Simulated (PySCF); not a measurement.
Species: C4H4FN2O (doublet state).
Numbering: `[F:1][CH:2][O:3][c:4]1[cH:5][cH:6][n:7][nH:8]1` (hydrogens: H9 on C2; H10 on C5; H11 on C6; H12 on N8)

Cartesian coordinates in Å at the GFN2-xTB level; atoms count from 1:
```
atom  x, y, z in Å
F1     2.1071    1.0390   -1.1340
C2     2.3230    0.5616    0.1115
O3     1.3771   -0.2318    0.6406
C4     0.0829   -0.1858    0.2919
C5    -0.6584    0.4423   -0.6972
C6    -1.9709    0.0168   -0.4584
N7    -2.0411   -0.7979    0.5751
N8    -0.7949   -0.9160    1.0313
H9     3.3281    0.1937    0.2566
H10   -0.3118    1.1003   -1.4645
H11   -2.8556    0.2762   -1.0035
H12   -0.5842   -1.4992    1.8246
```

The hyperfine couplings belong to this conformer and change with its torsions.

The calculation used PySCF, UKS B3LYP, pcH-1 on C F H N O, non-relativistic, mean-field spin-orbit, GIAO. One conformer (not necessarily the lowest) at the GFN2-xTB geometry, without solvent, vibrations or thermal averaging. The geometry wasn't refined by DFT: couplings that depend on bond lengths, twists or pyramidal angles can differ widely from those at the functional's own minimum. Stability of the SCF solution: not tested.

The isotropic 13C couplings are +332.9, -7.7, +3.7, -2.6 MHz. Assign them to C2; C4; C5; C6.

```csv
site,a_iso (MHz),ρ(0) (bohr⁻³),position,distance from C2 (Å),spin population,largest |T| (MHz)
C2,+332.9,+0.2961,largest spin population,0.00,+0.82,148.8
C4,-7.7,-0.0069,2 bonds from C2,2.37,-0.03,6.2
C5,+3.7,+0.0033,3 bonds from C2,3.09,+0.04,5.9
C6,-2.6,-0.0023,4 bonds from C2,4.37,-0.01,2.0
```

ρ(0) is the spin density at the nucleus and T the dipolar tensor. Largest spin populations (Mulliken): C2 (+0.82) and O3 (+0.08). C2 is the only atom above +0.15. The angles at C2 add up to 344.1°, so it is pyramidal.

β density exceeds α density at some nuclei, such as C4 (-0.0069) and C6 (-0.0023), spin density in bohr⁻³. In a single determinant that takes different orbitals for the two spins, that is spin polarisation.
